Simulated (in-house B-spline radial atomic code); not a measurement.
A radial electron density 4πr²n(r) was computed for an atom or ion in its tabulated ground configuration with an all-electron radial atomic-structure program (B-spline basis); method: non-relativistic Hartree-Fock, average of configuration. Columns: r (bohr), 4πr²n(r) (electrons per bohr), bar.

```
 0.00204   0.6955 #
 0.00237   0.9215 #
 0.00276    1.223 ##
 0.00321    1.613 ##
 0.00373    2.115 ###
 0.00433    2.756 ####
 0.00503    3.576 #####
 0.00585    4.621 ######
  0.0068     5.92 ########
  0.0079    7.513 ##########
 0.00918    9.445 #############
  0.0107    11.79 ################
  0.0124    14.39 ###################
  0.0144    17.36 #######################
  0.0167    20.54 ###########################
  0.0194    23.85 ################################
  0.0226     27.1 ####################################
  0.0263    29.91 ########################################
  0.0305    31.93 ###########################################
  0.0355    32.95 ############################################
  0.0412     32.7 ############################################
  0.0479    31.17 ##########################################
  0.0556    28.63 ######################################
  0.0646    25.61 ##################################
  0.0751    22.88 ###############################
  0.0873    21.27 ############################
   0.101    21.26 ############################
   0.118    22.89 ###############################
   0.137    25.31 ##################################
   0.159    27.28 ####################################
   0.185    27.51 #####################################
   0.215    25.17 ##################################
    0.25    20.45 ###########################
    0.29    14.55 ###################
   0.337    8.812 ############
   0.392    4.429 ######
   0.455    1.828 ##
   0.529   0.5869 #
   0.615   0.1425 
   0.715    0.025 
   0.831 0.003028
```

Q: Which atom or ion is it?
A. Fe20+
B. Cu20+
C. Ni20+
D. Ni19+

A: C. The area under the curve, ∫4πr²n dr = ∫r·4πr²n d(ln r) on this logarithmic grid, is 8 electrons, which only this option has. The configuration is [He] 2s2 2p4.
